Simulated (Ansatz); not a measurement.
Basis sets compared for [AlBr6]3- (AlBr₆³⁻). The state is a singlet with charge -3. Geometry r2SCAN-D4/def2-SVPD. Ansatz on 4 threads of Intel Xeon on a shared host; times are rough, and most runs start from earlier orbitals.

```
atom   x (Å)   y (Å)   z (Å)
 Al1   0.000   0.000   0.000
 Br2   1.440   1.477   1.591
 Br3  -1.440  -1.477  -1.591
 Br4   1.618   0.543  -1.968
 Br5  -1.618  -0.543   1.968
 Br6  -1.447   2.075  -0.617
 Br7   1.447  -2.075   0.617
```

A multiply charged anion in the gas phase is held together partly by the finite basis. At PBE-D4/def2-SVP, PBE-D4/def2-SVPD, PBE0-D4/def2-SVP, PBE0-D4/def2-SVPD the highest occupied level of the charge -3 singlet lies above zero (up to 6.17 eV). The electron is either unbound and held by the finite basis, or the level is raised by self-interaction error.

```tsv
level	functions	energy (Eh)	HOMO (eV)	LUMO (eV)	wall time
PBE-D4/def2-SVP (with forces)	210	-15683.1555	6.17	10.12	7.5 s
PBE0-D4/def2-SVP	210	-15683.7348	4.79	10.80	16 s
```

(1) Estimate the rows for PBE-D4/def2-SVPD, PBE0-D4/def2-SVPD.

Answers

(1) 
```tsv
level	functions	energy (Eh)	HOMO (eV)	LUMO (eV)	wall time
PBE-D4/def2-SVPD	270	-15683.2544	4.79	7.42	11 s
PBE0-D4/def2-SVPD	270	-15683.8149	3.66	7.89	26 s
```
